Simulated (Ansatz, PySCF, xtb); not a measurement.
Pair of molecules: aminoborane (SMILES BN) (first 6 atoms) with aminoborane (SMILES BN); geometry from B3LYP-D3(BJ)/def2-TZVP, rigid monomers moved along the line of their centres of mass till H5···N8 is 2.26 Å.
(charge 0, multiplicity 1):
```xyz
12

B     -0.784     0.355    -0.291
N      0.430    -0.199     0.078
H     -1.089     0.405    -1.442
H     -1.509     0.781     0.560
H      0.731    -0.270     1.038
H      1.086    -0.580    -0.585
B      0.225    -0.699     3.749
N     -0.037     0.463     3.036
H     -0.486    -1.644     3.596
H      1.165    -0.728     4.483
H      0.506     1.306     3.136
H     -0.827     0.573     2.418
```

| level | interaction energy (kcal/mol) | cost |
|---|---|---|
| GFN1-xTB | -1.87 | - |
| HF/STO-3G (no counterpoise) | 0.57 | - |
| HF/3-21G (no counterpoise) | -1.45 | - |
| HF/6-31G* | 1.36 | - |
| HF/6-31G* (no counterpoise) | 0.31 | - |
| HF/aug-cc-pVDZ | 1.84 | - |
| PBE/def2-TZVPPD | -1.39 | ×1 |
| BP86/6-31G* (no counterpoise) | -2.03 | - |
| B3LYP/6-311+G** (no counterpoise) | -0.29 | - |
| B3LYP/def2-TZVPPD | -0.16 | ×1 |
| wB97M-V/def2-TZVPPD | -2.05 | ×4 |
| MP2/6-31G* (no counterpoise) | -2.74 | - |
| MP2/aug-cc-pVDZ | -1.40 | - |
| CCSD(T)/aug-cc-pVDZ | -1.41 | ×10 |

The rows run from -2.74 (MP2/6-31G* (no counterpoise)) to 1.84 kcal/mol (HF/aug-cc-pVDZ). In aug-cc-pVDZ the value moves HF 1.84, MP2 -1.40, CCSD(T) -1.41, a shift of -3.25 from HF to CCSD(T). The 3 functionals in def2-TZVPPD without D3 or D4 span 1.90, from wB97M-V to B3LYP.

Counterpoise-corrected where a basis set is named; no monomer relaxation. Rows marked so take none.

Frozen-core correlation. Rows in 3-21G, 6-311+G**, 6-31G*, STO-3G carry no dispersion term and start afresh at each structure (6-31G* with six Cartesian d functions). MP2/6-31G* freezes PySCF's default core.

The values were computed with Ansatz (Gaussian basis) for Hartree–Fock, density functionals and correlated methods; PySCF for 3-21G rows, 6-311+G** rows, 6-31G* rows, STO-3G rows; xtb for the GFN methods. 

Costs are rough ratios of core time to PBE/def2-TZVPPD (about 9 s over the structures, on one shared machine); a dash marks a level with no comparable run of its own.

Ansatz is a quantum-chemistry and plane-wave program.
